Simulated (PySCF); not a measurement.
Si(NH2)(SH) (H3NSSi), SMILES [Si](N)S (connectivity only; charge and spin as stated), neutral, multiplicity 1. Atoms are numbered in the order given.

```xyz
6

Si    -0.7483    -0.5819     0.0000
N      0.6388    -1.5851     0.0000
H      0.5370    -2.5890     0.0000
H      1.6099    -1.3047     0.0000
S      0.2936     1.3186     0.0000
H     -0.8390     2.0389     0.0000
```

Geometry optimised at r2SCAN-D4/def2-TZVP. One conformer was computed; it need not be the lowest.

All values below come from r2SCAN-D4/def2-TZVP run with PySCF 2.14.0.

Frequencies are harmonic and unscaled.

Problem. Estimate the vibrational spectrum. (The exact figures need the calculation; the answer reports its results.)

Solution. 
```json
[
 {"mode": "1", "ν (cm⁻¹)": "239", "IR (km/mol)": "4.1", "moving atoms (share of kinetic energy)": "N 38 %, S 26 %, H 22 %, Si 15 %"},
 {"mode": "2", "ν (cm⁻¹)": "290", "IR (km/mol)": "11.8", "moving atoms (share of kinetic energy)": "H 93 %"},
 {"mode": "3", "ν (cm⁻¹)": "469", "IR (km/mol)": "50.7", "moving atoms (share of kinetic energy)": "Si 50 %, S 42 %"},
 {"mode": "4", "ν (cm⁻¹)": "487", "IR (km/mol)": "189.7", "moving atoms (share of kinetic energy)": "H 81 %, N 19 %"},
 {"mode": "5", "ν (cm⁻¹)": "511", "IR (km/mol)": "1.0", "moving atoms (share of kinetic energy)": "H 96 %"},
 {"mode": "6", "ν (cm⁻¹)": "713", "IR (km/mol)": "8.0", "moving atoms (share of kinetic energy)": "H 93 %"},
 {"mode": "7", "ν (cm⁻¹)": "810", "IR (km/mol)": "70.2", "moving atoms (share of kinetic energy)": "H 60 %, N 28 %, Si 10 %"},
 {"mode": "8", "ν (cm⁻¹)": "866", "IR (km/mol)": "59.5", "moving atoms (share of kinetic energy)": "N 41 %, Si 33 %, H 25 %"},
 {"mode": "9", "ν (cm⁻¹)": "1582", "IR (km/mol)": "58.2", "moving atoms (share of kinetic energy)": "H 89 %, N 10 %"},
 {"mode": "10", "ν (cm⁻¹)": "2701", "IR (km/mol)": "4.1", "moving atoms (share of kinetic energy)": "H 97 %"},
 {"mode": "11", "ν (cm⁻¹)": "3536", "IR (km/mol)": "15.3", "moving atoms (share of kinetic energy)": "H 96 %"},
 {"mode": "12", "ν (cm⁻¹)": "3644", "IR (km/mol)": "46.1", "moving atoms (share of kinetic energy)": "H 91 %, N 9 %"}
]
```
